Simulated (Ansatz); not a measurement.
Input for Ansatz (development build ahead of 0.2.0):

```yaml
crystal:
  periodic: [false, false, false]
  atoms:
    - { symbol: Si, position_ang: [0.0, 0.0, 0.0] }
    - { symbol: F, position_ang: [-0.8257, 0.557, 1.2346] }
    - { symbol: F, position_ang: [-0.7694, 0.3365, -1.3457] }
    - { symbol: F, position_ang: [0.1615, -1.572, 0.1378] }
    - { symbol: F, position_ang: [1.4336, 0.6785, -0.0267] }
basis:
  gaussian: { orbitals: def2-SVP }
magnetization:
  spin_polarized: true
  initial_magnetization: 2
hamiltonian:
  xc: hf
correlation:
  method: mp2
  frozen_orbitals: { F: 1, Si: 5 }
output:
  forces: true
```

The input is written out in the form of the current development build from the run's settings.

The run gave:

```yaml
Converged: yes
Reference_energy: -686.09518 hartree
Correlation_energy: -0.79219 hartree
Total_energy: -686.88737 hartree
Spin_squared_of_the_determinant: 2.006
Stability_test: minimum
```

Forces (eV/Å):
| atom | Fx | Fy | Fz |
| --- | --- | --- | --- |
| Si1 | -8.916 | -4.024 | 0.122 |
| F2 | -1.237 | 0.433 | 1.230 |
| F3 | -1.207 | 0.194 | -1.332 |
| F4 | -0.035 | -1.830 | 0.152 |
| F5 | 11.395 | 5.227 | -0.172 |

Caution: another spin multiplicity may lie lower; the determinant breaks the point group.
